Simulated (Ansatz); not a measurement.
Stepwise reaction of `[CH3][Al]([CH3])[NH2]` with hydrogen chloride, as a gas-phase model of exchange steps in deposition or etching. ΔE in kJ/mol.

Computed with Ansatz on PBE0-D4/def2-TZVP structures; ΔE is electronic, products minus reactants. CBS: MP2 limit from def2 TZ/QZ plus the TZ coupled-cluster correction, frozen cores. This one scheme is used for every species. Functionals use def2-TZVPP. B3LYP here is the variant with VWN-RPA as its local correlation; programs differ in this. One conformer a species, not always the lowest.

```tsv
step	reaction	PBE-D4	B3LYP-D4	ωB97M-V	CCSD(T)/CBS
1	`[CH3][Al]([CH3])[NH2]` + HCl → `[CH3][Al]([NH2])[Cl]` + CH₄	-172.8	-180.9	-178.8	-179.6
2	`[CH3][Al]([NH2])[Cl]` + HCl → `[NH2][Al]([Cl])[Cl]` + CH₄	-153.3	-161.4	-159.0	-160.8
```

By hand: ΔE of the 2 steps together at CCSD(T)/CBS.

(-179.6) + (-160.8) = -340.4 kJ/mol, or -170.2 kJ/mol a step.

In ΔE each step is higher than the one before. All are downhill at CCSD(T)/CBS. PBE-D4 differs from CCSD(T)/CBS by 6.8 to 7.5 kJ/mol a step. Isolated molecules leave out the surface, adducts and barriers. Largest T1 diagnostic: 0.010.
